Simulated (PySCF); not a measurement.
CH₃FO₂Si.
Atom-mapped SMILES: `[O:1]=[C:2]([OH:3])[SiH2:4][F:5]` (hydrogens: H6 on O3; H7, H8 on Si4)

Torsions of this conformer, `[O:1]=[C:2]([OH:3])[SiH2:4][F:5]`: O1–C2–Si4–F5 180°, H–O3–C2–O1 0°.

The closed-shell ground state was solved at several levels (PySCF, density fitting, gas phase, non-relativistic). The structure is a single PBE0-D3(BJ)/def2-SVP conformer in the gas phase; no vibrational or solvent corrections.

```
              level  basis functions  HOMO (eV)  LUMO (eV)  gap (eV)  dipole (D)
       PBE/pcSseg-2              229      -6.78      -2.11      4.67        0.50
CAM-B3LYP/def2-SVPD              137      -9.85       0.03      9.88        0.35
```

Estimate the row for PBE0/pcSseg-1, a basis of 107 functions; the other rows only guide the guess.

HOMO -8.26 eV, LUMO -0.87 eV, gap 7.39 eV, dipole 0.44 D.

Over all these levels, which gives the widest orbital gap and which the narrowest?

CAM-B3LYP/def2-SVPD (range-separated hybrid) has the widest, 9.88 eV, and PBE/pcSseg-2 (GGA) the narrowest, 4.67 eV. Functional and basis both differ between the two, so the spread mixes both effects.

How far do the dipole and the HOMO energy spread over the levels?

The dipole runs from 0.35 to 0.50 D (mean 0.43 D) and the HOMO from -9.85 to -6.78 eV.
